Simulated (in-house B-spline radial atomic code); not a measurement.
RPA and G0W0 for the chlorine ion Cl⁶⁺, [Ne] 3s1, highest spin, as one setting changes: the share of exact exchange in the PBE hybrid start. A dash marks a level of low quasi-particle weight. Computed with a B-spline radial code for spherical atoms: all electrons, non-relativistic, point nucleus, each spin shell either full or empty, empty states to l = 9 with an (l + 1/2)⁻⁴ tail; G0W0 by contour deformation at full frequency.

```csv
share of exact exchange in the PBE hybrid start,mean-field level (eV),G0W0 level (eV),RPA correlation (Eh)
0,-106.97,3s up -115.17,-0.67177
0.1,-107.67,3s up -115.12,-0.66454
0.2,-108.36,3s up -115.07,-0.65769
0.3,-109.06,3s up -115.02,-0.65115
0.4,-109.76,3s up -114.97,-0.6449
0.5,-110.45,3s up -114.93,-0.6389
0.6,-111.14,3s up -114.89,-0.63311
0.7,-111.83,3s up -114.85,-0.62752
0.8,?,?,?
0.9,?,?,?
1,-113.90,3s up -114.75,-0.61175
```

Q: What belongs in the row for 0.9?

A: mean-field level (eV): -113.21; G0W0 level (eV): 3s up -114.79; RPA correlation (Eh): -0.61685.

Q: What belongs in the row for 0.8?

A: mean-field level (eV): -112.52; G0W0 level (eV): 3s up -114.82; RPA correlation (Eh): -0.6221.
